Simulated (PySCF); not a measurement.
## Spin-state energies of [Fe(OH)(H2O)5]2+

[Fe(OH)(H2O)5]2+: Fe(III) (d5), charge +2. The structure is a PBE0-D3(BJ)/def2-SVP, IEF-PCM water geometry optimised for multiplicity 6; coordination octahedral, point group C1, metal–donor distances 1.79–2.12 Å.

```
18

Fe    0.000    0.000    0.000
O     0.057   -0.001    1.789
H     0.870   -0.003    2.313
O     0.050    0.051   -2.124
H     0.842   -0.232   -2.604
H    -0.716   -0.251   -2.635
O     2.079   -0.002   -0.302
H     2.552    0.795   -0.014
H     2.574   -0.751    0.064
O    -2.047   -0.018   -0.315
H    -2.565    0.768   -0.084
H    -2.559   -0.786   -0.020
O    -0.016    2.025   -0.259
H    -0.019    2.703    0.432
H    -0.045    2.459   -1.125
O    -0.032   -2.040   -0.210
H     0.152   -2.647    0.522
H     0.104   -2.523   -1.039
```

Method (PySCF 2.14, density fitting): CASSCF(5,5) with orbitals averaged over all microstates of the shell, strongly contracted NEVPT2 on the averaged canonical orbitals; basis x2c-TZVPall on the metal, x2c-SVPall elsewhere; spin-free X2C; IEF-PCM water; spin-orbit coupling by state interaction with the mean-field operator over all roots.

The unrestricted Kohn–Sham energies use the same basis, Hamiltonian, solvent and geometry. All energies are vertical, in cm⁻¹ above the lowest state with 2S+1 = 6; a negative value means that the lower spin is more stable. A dash marks a spin without a sound unrestricted solution.

```json
{"method": "CASSCF", "2S+1 = 4": "23928", "2S+1 = 2": "33391"}
{"method": "NEVPT2", "2S+1 = 4": "16526", "2S+1 = 2": "22712"}
{"method": "TPSSh", "2S+1 = 4": "–", "2S+1 = 2": "9539"}
{"method": "B3LYP", "2S+1 = 4": "–", "2S+1 = 2": "11310"}
{"method": "PBE0", "2S+1 = 4": "–", "2S+1 = 2": "15447"}
```

Task: How does exact exchange act on the 2S+1 = 2 state?

Result: From TPSSh (10 % exact exchange) to PBE0 (25 %) it moves by +5908 cm⁻¹ against the high-spin state, so more exact exchange favours high spin, the usual trend.

The functionals differ in more than their exact exchange.

The active space of the d orbitals alone lacks metal–ligand bonding pairs, which usually tilts NEVPT2 towards high spin.
